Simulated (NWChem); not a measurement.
System: C3H6OSi; SMILES C1([SiH2]OC=1)C

Excerpt of the output:

```
             Northwest Computational Chemistry Package (NWChem) 7.3.0
             --------------------------------------------------------

 CS  symmetry detected

                             Geometry "geometry" -> ""
                             -------------------------

 Output coordinates in angstroms (scale by  1.889725989 to convert to a.u.)

  No.       Tag          Charge          X              Y              Z
 ---- ---------------- ---------- -------------- -------------- --------------
    1 C                    6.0000     0.19834592    -2.23466862     0.00000000
    2 C                    6.0000    -0.00987707    -0.75529913     0.00000000
    3 C                    6.0000    -1.14847911    -0.02998253     0.00000000
    4 O                    8.0000    -0.87812322     1.34301964     0.00000000
    5 Si                  14.0000     0.79971075     0.91343063     0.00000000
    6 H                    1.0000     0.76297845    -2.56671534    -0.88116300
    7 H                    1.0000     0.76297845    -2.56671534     0.88116300
    8 H                    1.0000    -0.75867771    -2.77138665     0.00000000
    9 H                    1.0000    -2.20112485    -0.31426072     0.00000000
   10 H                    1.0000     1.51147128     1.40329689    -1.20966100
   11 H                    1.0000     1.51147128     1.40329689     1.20966100

 Effective nuclear repulsion energy (a.u.)     219.1111283846

      Symmetry information
      --------------------

 Group name             Cs
 Group number              2
 Group order               2
 No. of unique centers     9

                                 NWChem DFT Module
                                 -----------------

 Summary of "ao basis" -> "ao basis" (spherical)
 ------------------------------------------------------------------------------
       Tag                 Description            Shells   Functions and Types
 ---------------- ------------------------------  ------  ---------------------
 C                          pcseg-1                  6       14   3s2p1d
 O                          pcseg-1                  6       14   3s2p1d
 Si                         pcseg-1                  8       18   4s3p1d
 H                          pcseg-1                  3        5   2s1p

      Symmetry analysis of basis
      --------------------------

        a'         71
        a"         33

            General Information
            -------------------
          SCF calculation type: DFT
          Wavefunction type:  closed shell.
          No. of atoms     :    11
          No. of electrons :    46
           Alpha electrons :    23
            Beta electrons :    23
          Charge           :     0
          Spin multiplicity:     1
          Use of symmetry is: on ; symmetry adaption is: on
          Maximum number of iterations: 150
          AO basis - number of functions:   104
                     number of shells:    50
          Convergence on energy requested:  1.00D-06
          Convergence on density requested:  1.00D-05
          Convergence on gradient requested:  5.00D-04

              XC Information
              --------------
                         B3LYP Method XC Potential
                     Hartree-Fock (Exact) Exchange  0.200
                        Slater Exchange Functional  0.800 local
                    Becke 1988 Exchange Functional  0.720 non-local
              Lee-Yang-Parr Correlation Functional  0.810
                  VWN I RPA Correlation Functional  0.190 local

             Grid Information
             ----------------
          Grid used for XC integration:  medium
          Radial quadrature: Mura-Knowles
          Angular quadrature: Lebedev.
          Tag              B.-S. Rad. Rad. Pts. Rad. Cut. Ang. Pts.
          ---              ---------- --------- --------- ---------
          C                   0.70       49          11.0       434
          O                   0.60       49          11.0       434
          Si                  1.10       88          11.0       590
          H                   0.35       45          12.0       434
          Grid pruning is: on
          Number of quadrature shells:   464
          Spatial weights used:  Erf1

      Superposition of Atomic Density Guess
      -------------------------------------

 Sum of atomic energies:        -479.48779120

      Non-variational initial energy
      ------------------------------

 Total energy =    -482.363157
 1-e energy   =   -1092.708899
 2-e energy   =     391.234613
 HOMO         =      -0.279176
 LUMO         =       0.008343

      Symmetry analysis of molecular orbitals - initial
      -------------------------------------------------

  Numbering of irreducible representations:

     1 a'          2 a"

  Orbital symmetries:

     1 a'          2 a'          3 a'          4 a'          5 a'
     6 a'          7 a'          8 a"          9 a'         10 a'
    11 a'         12 a'         13 a'         14 a'         15 a'
    16 a"         17 a'         18 a"         19 a'         20 a'
    21 a"         22 a'         23 a"         24 a'         25 a"
    26 a'         27 a'         28 a'         29 a"         30 a'
    31 a'         32 a'         33 a"

     ---------------------------------------------
      Total Density - Mulliken Population Analysis
     ---------------------------------------------

    Atom       Charge   Shell Charges
 -----------   ------   -------------------------------------------------------
    1 C    6     6.27   2.00  0.79  0.34  2.09  1.03  0.03
    2 C    6     6.70   2.00  0.82  0.58  2.09  1.18  0.04
    3 C    6     5.60   2.00  0.78  0.45  1.75  0.56  0.07
    4 O    8     8.87   2.00  0.93  0.93  3.11  1.88  0.02
    5 Si  14    13.02   2.00  2.00  0.89  0.28  5.99  1.54  0.13  0.18
    6 H    1     0.83   0.69  0.11  0.02
    7 H    1     0.83   0.69  0.11  0.02
    8 H    1     0.84   0.69  0.12  0.02
    9 H    1     0.86   0.69  0.15  0.02
   10 H    1     1.09   0.72  0.37  0.01
   11 H    1     1.09   0.72  0.37  0.01

   convergence    iter        energy       DeltaE   RMS-Dens  Diis-err
 ---------------- ----- ----------------- --------- --------- ---------
 d= 0,ls=0.0,diis     1   -482.5223953570 -7.02D+02  1.23D-02  6.18D-01
 d= 0,ls=0.0,diis     2   -482.5018604127  2.05D-02  7.00D-03  9.71D-01
 d= 0,ls=0.0,diis     3   -482.5901491844 -8.83D-02  2.12D-03  7.38D-02
 d= 0,ls=0.0,diis     4   -482.5949592810 -4.81D-03  1.03D-03  1.70D-02
 d= 0,ls=0.0,diis     5   -482.5969323632 -1.97D-03  3.22D-04  1.17D-03
  Resetting Diis
 d= 0,ls=0.0,diis     6   -482.5970886122 -1.56D-04  6.25D-05  3.32D-05
 d= 0,ls=0.0,diis     7   -482.5970931333 -4.52D-06  2.91D-05  2.84D-06
 d= 0,ls=0.0,diis     8   -482.5970928758  2.58D-07  1.70D-05  4.66D-06
 d= 0,ls=0.0,diis     9   -482.5970935152 -6.39D-07  1.03D-06  1.89D-08

         Total DFT energy =     -482.597093515223
      One electron energy =    -1097.242746050621
           Coulomb energy =      443.603557084727
    Exchange-Corr. energy =      -48.069032933887
 Nuclear repulsion energy =      219.111128384558

 Numeric. integr. density =       45.999996007834

                  Occupations of the irreducible representations
                  ----------------------------------------------

                     irrep           alpha         beta
                     --------     --------     --------
                     a'               18.0         18.0
                     a"                5.0          5.0

                       DFT Final Molecular Orbital Analysis
                       ------------------------------------

 Vector   21  Occ=2.000000D+00  E=-3.392052D-01  Symmetry=a"
              MO Center=  7.3D-01,  1.1D+00, -4.5D-15, r^2= 3.1D+00
   Bfn.  Coefficient  Atom+Function         Bfn.  Coefficient  Atom+Function
  ----- ------------  ---------------      ----- ------------  ---------------
    66      0.326960   5 Si pz               95     -0.308508  10 H  s
   100      0.308508  11 H  s                48     -0.281534   4 O  pz
    96     -0.211288  10 H  s               101      0.211288  11 H  s
    51     -0.208454   4 O  pz               34     -0.193106   3 C  pz
    63     -0.128813   5 Si pz               37     -0.117312   3 C  pz

 Vector   22  Occ=2.000000D+00  E=-3.080884D-01  Symmetry=a'
              MO Center=  1.5D-01, -3.0D-01, -1.8D-15, r^2= 3.3D+00
   Bfn.  Coefficient  Atom+Function         Bfn.  Coefficient  Atom+Function
  ----- ------------  ---------------      ----- ------------  ---------------
    65     -0.362033   5 Si py               18      0.334686   2 C  px
    19      0.207440   2 C  py               21      0.207284   2 C  px
    32     -0.198602   3 C  px               85      0.184854   8 H  s
    90      0.170310   9 H  s                64     -0.152284   5 Si px
    17      0.134717   2 C  s                47      0.134980   4 O  py

 Vector   23  Occ=2.000000D+00  E=-2.341494D-01  Symmetry=a"
              MO Center= -4.5D-01, -8.4D-02, -2.1D-16, r^2= 2.6D+00
   Bfn.  Coefficient  Atom+Function         Bfn.  Coefficient  Atom+Function
  ----- ------------  ---------------      ----- ------------  ---------------
    20      0.393810   2 C  pz               48     -0.393554   4 O  pz
    23      0.355750   2 C  pz               51     -0.328204   4 O  pz
    34      0.293446   3 C  pz               37      0.178021   3 C  pz
    75      0.122870   6 H  s                80     -0.122870   7 H  s
     6     -0.099599   1 C  pz                9     -0.093806   1 C  pz

 Vector   24  Occ=0.000000D+00  E=-1.601656D-02  Symmetry=a'
              MO Center=  1.0D+00,  7.9D-01,  5.3D-16, r^2= 4.5D+00
   Bfn.  Coefficient  Atom+Function         Bfn.  Coefficient  Atom+Function
  ----- ------------  ---------------      ----- ------------  ---------------
    68     -0.628814   5 Si py               67      0.594188   5 Si px
    60      0.495400   5 Si s                17     -0.477187   2 C  s
    65     -0.358027   5 Si py               45      0.340016   4 O  s
     3     -0.334627   1 C  s                22     -0.326619   2 C  py
    64      0.292071   5 Si px               21     -0.224104   2 C  px

 Vector   25  Occ=0.000000D+00  E=-1.728687D-03  Symmetry=a"
              MO Center= -4.5D-01, -1.5D-01, -1.4D-15, r^2= 3.0D+00
   Bfn.  Coefficient  Atom+Function         Bfn.  Coefficient  Atom+Function
  ----- ------------  ---------------      ----- ------------  ---------------
    37      0.708910   3 C  pz               23     -0.572744   2 C  pz
    34      0.486432   3 C  pz               69     -0.404552   5 Si pz
    96     -0.401309  10 H  s               101      0.401309  11 H  s
    20     -0.341937   2 C  pz               66     -0.219535   5 Si pz
    51     -0.179560   4 O  pz               48     -0.149696   4 O  pz

 Vector   26  Occ=0.000000D+00  E= 4.266571D-02  Symmetry=a'
              MO Center=  9.6D-01,  7.6D-01, -1.7D-14, r^2= 6.8D+00
   Bfn.  Coefficient  Atom+Function         Bfn.  Coefficient  Atom+Function
  ----- ------------  ---------------      ----- ------------  ---------------
    67      1.380324   5 Si px               68      1.068986   5 Si py
    31      0.798608   3 C  s                96     -0.733272  10 H  s
   101     -0.733272  11 H  s                17      0.553387   2 C  s
     3      0.343198   1 C  s                76     -0.306803   6 H  s
    81     -0.306803   7 H  s                21      0.304000   2 C  px

     ---------------------------------------------
      Total Density - Mulliken Population Analysis
     ---------------------------------------------

    Atom       Charge   Shell Charges
 -----------   ------   -------------------------------------------------------
    1 C    6     6.07   1.99  0.74  0.27  2.17  0.86  0.03
    2 C    6     6.47   1.99  0.74  0.56  2.14  1.00  0.04
    3 C    6     5.77   1.99  0.76  0.40  2.04  0.51  0.07
    4 O    8     8.56   2.00  0.90  0.95  2.94  1.75  0.02
    5 Si  14    13.27   2.00  1.99  0.97  0.18  5.98  1.86  0.03  0.25
    6 H    1     0.90   0.77  0.11  0.02
    7 H    1     0.90   0.77  0.11  0.02
    8 H    1     0.91   0.77  0.12  0.02
    9 H    1     0.92   0.77  0.14  0.02
   10 H    1     1.11   0.77  0.34  0.01
   11 H    1     1.11   0.77  0.34  0.01

     -------------------------------------------
      Total Density - Lowdin Population Analysis
     -------------------------------------------

    Atom       Charge   Shell Charges
 -----------   ------   -------------------------------------------------------
    1 C    6     6.14   1.98  0.53  0.35  1.98  1.22  0.08
    2 C    6     6.31   1.98  0.58  0.38  2.03  1.26  0.08
    3 C    6     5.94   1.98  0.57  0.35  1.87  1.01  0.16
    4 O    8     8.37   1.99  0.86  0.71  2.83  1.96  0.03
    5 Si  14    13.27   2.00  1.93  0.64  0.33  5.89  1.66  0.49  0.34
    6 H    1     0.93   0.66  0.22  0.05
    7 H    1     0.93   0.66  0.22  0.05
    8 H    1     0.94   0.66  0.23  0.05
    9 H    1     0.95   0.66  0.23  0.05
   10 H    1     1.11   0.70  0.38  0.02
   11 H    1     1.11   0.70  0.38  0.02

     Multipole analysis of the density
     ---------------------------------

     L   x y z        total         alpha         beta         nuclear
     -   - - -        -----         -----         ----         -------
     0   0 0 0     -0.000000    -23.000000    -23.000000     46.000000

     1   1 0 0      0.393695      0.196847      0.196847      0.000000
     1   0 1 0     -0.598062     -0.299031     -0.299031      0.000000
     1   0 0 1      0.000000      0.000000      0.000000      0.000000

     2   2 0 0    -26.630804    -74.785718    -74.785718    122.940632
     2   1 1 0      2.080407     -1.644662     -1.644662      5.369730
     2   1 0 1     -0.000000     -0.000000     -0.000000      0.000000
     2   0 2 0    -29.011943   -165.196300   -165.196300    301.380658
     2   0 1 1      0.000000      0.000000      0.000000      0.000000
     2   0 0 2    -29.293138    -22.644782    -22.644782     15.996425
```

Level: B3LYP/pcseg-1. Structure relaxed at the B3LYP/6-31G* (spherical d) level.

Q: Write an input that gives this output.

A: This is not unique; one that fits is the input that was run:
```
start job
memory heap 200 mb stack 900 mb global 1100 mb
geometry units angstroms noautoz
  C      0.273844    -2.218458     0.000000
  C      0.002441    -0.749366     0.000000
  C     -1.166186    -0.073489     0.000000
  O     -0.954893     1.309834     0.000000
  Si     0.739803     0.952512     0.000000
  H      0.852182    -2.526013    -0.881163
  H      0.852182    -2.526013     0.881163
  H     -0.659310    -2.795679     0.000000
  H     -2.205688    -0.402598     0.000000
  H      1.429926     1.472418    -1.209661
  H      1.429926     1.472418     1.209661
end
basis spherical
  * library pcseg-1
end
dft
  xc b3lyp
  iterations 150
  mulliken
end
task dft energy
```
